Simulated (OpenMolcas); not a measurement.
Pt5+ among 5 point charges of -2 e arranged as a square pyramid (C4v), 2 Å from the ion, with the axial distance 2.300 Å.

```yaml
Program: OpenMolcas
Method: CASSCF
Basis: ANO-RCC-VDZP [7s6p4d2f]
Scalar_Hamiltonian: DKH2, point nucleus
Active_space: 5 electrons in 5 orbitals (5d)
State_averaging: 2S+1 = 6 even, 1 root; 2S+1 = 4 even, 24 roots; 2S+1 = 2 even, 75 roots
Spin-orbit_coupling: state interaction with AMFI integrals over the reference wave functions
```

(1) What is the spin-free ground state?

(2) What are the lowest two levels with spin-orbit coupling?

(3) What is χT at 300 K?

Results:

(1) A state of multiplicity 6, 1-fold in its orbital part, 100 % from free-ion S terms; it has the highest spin that d5 allows.

(2) A 2-fold level with g = 1.89, 5.66, 5.66, then a 2-fold level 391.0 cm-1 above it. Their leading multiplicities are 6 (76 %) and 6 (79 %).

(3) 3.43 cm3 K/mol.

Without dynamic correlation the repulsion within the d shell is too large (B by tens of per cent), so at a given field states of lower spin stand too high. Point charges give a weaker field than real ligands, and real ions of this kind are as a rule low spin; the high spin found here belongs to the model. Point charges carry no covalency, so the field is a model and not that of real ligands. An unlabelled pair can be two single states that coincide in this model. No measured value stands beside these numbers.
